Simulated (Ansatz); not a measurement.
The cluster H4Au3, relaxed as a doublet with UKS PBE-D4/def2-TZVP in Ansatz, starting from the GFN1-xTB geometry. Force threshold 0.02 eV/Å.

In the def2 sets Au takes a core potential; there is no spin–orbit coupling. The relaxation made no stability test and no search for a lower SCF solution. No other spin state of charge 0 was run. The structure comes from a short search, and lower isomers may exist.

Start:

Cartesian coordinates in Å:
```
Au 0.913 -0.176 0.040
Au -0.675 -2.162 0.632
Au 0.228 2.248 -0.655
H -0.775 3.378 -0.805
H -2.035 -2.835 0.686
H 0.873 -1.645 0.680
H 1.470 1.192 -0.579
```

```
step  energy (eV)  largest force component (eV/Å)  SCF passes
   1  -11148.8033                           1.807          31
   2  -11149.4465                           0.288          27
   3  -11149.4648                           0.070          23
   4  -11149.4808                           0.089          26
   5  -11149.4973                           0.029          25
   6  -11149.5073                           0.190          25
   7  -11149.5121                           0.301          26
   8  -11149.5455                           0.044          26
   9  -11149.5624                           0.117          25
  10  -11149.5812                           0.188          26
  11  -11149.5906                           0.321          26
  12  -11149.6267                           0.033          26
  13  -11149.6418                           0.068          25
  14  -11149.6451                           0.146          26
  15  -11149.6485                           0.071          23
  16  -11149.6506                           0.005          23
  17  -11149.6509                           0.012          22
  18  -11149.6509                           0.019          21
```

Force components are those of the run's own axes.

End:

Cartesian coordinates in Å:
```
Au -0.004 -0.001 -0.002
Au -0.509 -2.484 0.812
Au 0.514 2.482 -0.807
H 0.777 3.952 -0.261
H -0.770 -3.952 0.261
H -0.220 -0.799 1.496
H 0.212 0.802 -1.498
```

By distances, no bond broke or formed. The bond that changes most is Au3–H7, from 1.63 to 1.84 Å (atoms count from 1).

The force fell under the threshold at step 16, but the optimiser went on. No frequencies were taken in this run, so the end may be a saddle point.

Run time 34 s (4 threads of Arm Neoverse V2 on a shared host).
